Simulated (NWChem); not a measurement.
System: CH5ClFNSi; SMILES F[Si@H](Cl)NC

Input file for NWChem:

```
start job
memory heap 200 mb stack 900 mb global 1100 mb
geometry units angstroms noautoz
  C     -0.611812     2.528020     0.063053
  N     -0.807080     1.088122    -0.099267
  Si     0.362789    -0.093945     0.247289
  F      1.452192    -0.340489    -0.916942
  Cl    -0.614039    -1.900556     0.484558
  H      0.228814     2.705133     0.742035
  H     -0.389870     3.035946    -0.885035
  H     -1.498398     2.993935     0.508981
  H     -1.617445     0.833420    -0.651532
  H      1.112372     0.278096     1.460170
end
basis spherical
  * library def2-svp
end
dft
  xc b3lyp
  iterations 150
  mulliken
end
task dft energy
```

Output (shortened):

```
             Northwest Computational Chemistry Package (NWChem) 7.3.0
             --------------------------------------------------------

 C1  symmetry detected

                             Geometry "geometry" -> ""
                             -------------------------

 Output coordinates in angstroms (scale by  1.889725989 to convert to a.u.)

  No.       Tag          Charge          X              Y              Z
 ---- ---------------- ---------- -------------- -------------- --------------
    1 C                    6.0000    -0.55491327     2.59600439     0.03688267
    2 N                    7.0000    -0.62495415     1.18733831    -0.34852333
    3 Si                  14.0000     0.31267637    -0.05280167     0.33622388
    4 F                    9.0000     1.80213497    -0.19700437    -0.26688086
    5 Cl                  17.0000    -0.62517231    -1.85083983    -0.06605890
    6 H                    1.0000    -0.09176254     2.67824358     1.02570306
    7 H                    1.0000     0.03938180     3.19863278    -0.66295325
    8 H                    1.0000    -1.55860650     3.03153446     0.10671644
    9 H                    1.0000    -1.11318273     1.01349270    -1.21913905
   10 H                    1.0000     0.45957395     0.16724194     1.78583466

 Effective nuclear repulsion energy (a.u.)     300.7847297602

                                 NWChem DFT Module
                                 -----------------

 Summary of "ao basis" -> "ao basis" (spherical)
 ------------------------------------------------------------------------------
       Tag                 Description            Shells   Functions and Types
 ---------------- ------------------------------  ------  ---------------------
 C                          def2-svp                 6       14   3s2p1d
 N                          def2-svp                 6       14   3s2p1d
 Si                         def2-svp                 8       18   4s3p1d
 F                          def2-svp                 6       14   3s2p1d
 Cl                         def2-svp                 8       18   4s3p1d
 H                          def2-svp                 3        5   2s1p

            General Information
            -------------------
          SCF calculation type: DFT
          Wavefunction type:  closed shell.
          No. of atoms     :    10
          No. of electrons :    58
           Alpha electrons :    29
            Beta electrons :    29
          Charge           :     0
          Spin multiplicity:     1
          Use of symmetry is: off; symmetry adaption is: off
          Maximum number of iterations: 150
          AO basis - number of functions:   103
                     number of shells:    49
          Convergence on energy requested:  1.00D-06
          Convergence on density requested:  1.00D-05
          Convergence on gradient requested:  5.00D-04

              XC Information
              --------------
                         B3LYP Method XC Potential
                     Hartree-Fock (Exact) Exchange  0.200
                        Slater Exchange Functional  0.800 local
                    Becke 1988 Exchange Functional  0.720 non-local
              Lee-Yang-Parr Correlation Functional  0.810
                  VWN I RPA Correlation Functional  0.190 local

             Grid Information
             ----------------
          Grid used for XC integration:  medium
          Radial quadrature: Mura-Knowles
          Angular quadrature: Lebedev.
          Tag              B.-S. Rad. Rad. Pts. Rad. Cut. Ang. Pts.
          ---              ---------- --------- --------- ---------
          C                   0.70       49          11.0       434
          N                   0.65       49           8.0       434
          Si                  1.10       88          10.0       590
          F                   0.50       49          12.0       434
          Cl                  1.00       88          12.0       590
          H                   0.35       45          12.0       434
          Grid pruning is: on
          Number of quadrature shells:   548
          Spatial weights used:  Erf1

      Superposition of Atomic Density Guess
      -------------------------------------

 Sum of atomic energies:        -941.71996206

      Non-variational initial energy
      ------------------------------

 Total energy =    -943.677727
 1-e energy   =   -1899.925792
 2-e energy   =     655.463335
 HOMO         =      -0.310624
 LUMO         =       0.086435

     ---------------------------------------------
      Total Density - Mulliken Population Analysis
     ---------------------------------------------

    Atom       Charge   Shell Charges
 -----------   ------   -------------------------------------------------------
    1 C    6     6.00   1.99  0.93  0.19  1.93  0.92  0.04
    2 N    7     7.75   1.99  1.02  0.47  2.55  1.71  0.01
    3 Si  14    12.67   2.00  1.99  0.86  0.13  5.93  0.86  0.58  0.31
    4 F    9     9.57   1.99  1.15  0.78  3.52  2.13  0.00
    5 Cl  17    17.41   2.00  1.99  1.22  0.72  5.94  2.16  3.37  0.01
    6 H    1     0.92   0.68  0.21  0.02
    7 H    1     0.92   0.69  0.21  0.02
    8 H    1     0.92   0.69  0.21  0.02
    9 H    1     0.75   0.59  0.11  0.04
   10 H    1     1.09   0.70  0.39  0.01

   convergence    iter        energy       DeltaE   RMS-Dens  Diis-err
 ---------------- ----- ----------------- --------- --------- ---------
 d= 0,ls=0.0,diis     1   -945.1048037541 -1.25D+03  1.24D-02  7.08D-01
 d= 0,ls=0.0,diis     2   -945.0918241962  1.30D-02  6.33D-03  9.81D-01
 d= 0,ls=0.0,diis     3   -945.1800847473 -8.83D-02  1.23D-03  3.96D-02
 d= 0,ls=0.0,diis     4   -945.1825973817 -2.51D-03  5.48D-04  5.23D-03
 d= 0,ls=0.0,diis     5   -945.1831870739 -5.90D-04  1.09D-04  2.25D-04
  Resetting Diis
 d= 0,ls=0.0,diis     6   -945.1832082525 -2.12D-05  3.91D-05  2.53D-05
 d= 0,ls=0.0,diis     7   -945.1832111802 -2.93D-06  1.77D-05  1.08D-06
 d= 0,ls=0.0,diis     8   -945.1832110863  9.39D-08  9.84D-06  1.87D-06

         Total DFT energy =     -945.183211086317
      One electron energy =    -1903.474523543003
           Coulomb energy =      731.501325931840
    Exchange-Corr. energy =      -73.994743235306
 Nuclear repulsion energy =      300.784729760153

 Numeric. integr. density =       58.000003062511

                       DFT Final Molecular Orbital Analysis
                       ------------------------------------

 Vector   27  Occ=2.000000D+00  E=-3.257240D-01
              MO Center= -5.1D-01, -1.6D+00, -5.4D-02, r^2= 2.0D+00
   Bfn.  Coefficient  Atom+Function         Bfn.  Coefficient  Atom+Function
  ----- ------------  ---------------      ----- ------------  ---------------
    71      0.534656   5 Cl px               68      0.402976   5 Cl px
    65      0.234125   5 Cl px               72     -0.233129   5 Cl py
    69     -0.175601   5 Cl py               73     -0.151150   5 Cl pz
    70     -0.116053   5 Cl pz               50     -0.110765   4 F  px
    39      0.103447   3 Si px               66     -0.102101   5 Cl py

 Vector   28  Occ=2.000000D+00  E=-3.212182D-01
              MO Center= -4.8D-01, -1.5D+00,  9.5D-02, r^2= 2.2D+00
   Bfn.  Coefficient  Atom+Function         Bfn.  Coefficient  Atom+Function
  ----- ------------  ---------------      ----- ------------  ---------------
    73      0.572068   5 Cl pz               70      0.426536   5 Cl pz
    67      0.247995   5 Cl pz               99     -0.166322  10 H  s
   100     -0.162376  10 H  s                72     -0.140407   5 Cl py
    17      0.105829   2 N  s                69     -0.101927   5 Cl py
    71      0.101016   5 Cl px               19      0.079953   2 N  py

 Vector   29  Occ=2.000000D+00  E=-2.617158D-01
              MO Center= -5.4D-01,  1.2D+00, -2.6D-01, r^2= 2.2D+00
   Bfn.  Coefficient  Atom+Function         Bfn.  Coefficient  Atom+Function
  ----- ------------  ---------------      ----- ------------  ---------------
    18      0.419048   2 N  px               21     -0.354025   2 N  px
    20     -0.301210   2 N  pz               23      0.242312   2 N  pz
    84      0.190914   7 H  s                89     -0.153069   8 H  s
    85      0.132115   7 H  s                71      0.123029   5 Cl px
     4      0.122247   1 C  px               19      0.104637   2 N  py

 Vector   30  Occ=0.000000D+00  E= 3.334444D-02
              MO Center= -1.9D-01,  1.3D+00,  6.2D-02, r^2= 6.0D+00
   Bfn.  Coefficient  Atom+Function         Bfn.  Coefficient  Atom+Function
  ----- ------------  ---------------      ----- ------------  ---------------
     3      1.430597   1 C  s                90     -0.684143   8 H  s
    40     -0.679286   3 Si py               80     -0.665031   6 H  s
    85     -0.624219   7 H  s                95     -0.596611   9 H  s
    17      0.550326   2 N  s                64     -0.330071   5 Cl s
     8      0.262665   1 C  py               72     -0.260477   5 Cl py

 Vector   31  Occ=0.000000D+00  E= 5.421092D-02
              MO Center= -2.1D-01,  6.9D-02, -2.8D-01, r^2= 5.0D+00
   Bfn.  Coefficient  Atom+Function         Bfn.  Coefficient  Atom+Function
  ----- ------------  ---------------      ----- ------------  ---------------
    32     -1.020401   3 Si s                17      0.991041   2 N  s
    95     -0.730861   9 H  s               100      0.540654  10 H  s
    31     -0.439677   3 Si s                72      0.410765   5 Cl py
    64      0.342454   5 Cl s                 8      0.314141   1 C  py
    80      0.290172   6 H  s                49      0.281693   4 F  s

[...]
```

Level: B3LYP/def2-SVP. Coordinates come from a B3LYP/6-31G* (spherical d) optimisation.
